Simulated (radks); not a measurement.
Spherical jellium clusters: N electrons in a uniform positive sphere of charge N and radius rs N^(1/3), rs = 2.68 bohr. Calculated with a radial shooting solver with Libxc functionals: non-relativistic Kohn-Sham, LDA (Slater exchange, Perdew-Wang correlation), spin-polarised, spherical densities. Levels are named by radial order and angular momentum (1s, 1p, 1d, 2s, ...), and open shells are averaged over m.

N = 10, configuration 1s2 1p6 1d(up 2, down 0). This is the lowest configuration that the search found. Occupied and some empty levels:

level,occupation,eigenvalue (eV),<r> (bohr)
1s up,1,-7.7566,3.785
1s down,1,-7.4998,3.711
1p up,3,-5.3046,4.751
1p down,3,-4.9548,4.726
1d up,2,-2.5762,5.755
1d down,0,-2.2076,5.814
2s up,0,-2.1497,6.050
2s down,0,-1.9292,6.178
2p up,0,-0.47385,9.733
2p down,0,-0.34631,10.37

Energy (eV): total -12.0399, kinetic 34.023, external -538.81, Hartree 258.13, exchange-correlation -48.161, background 282.77.
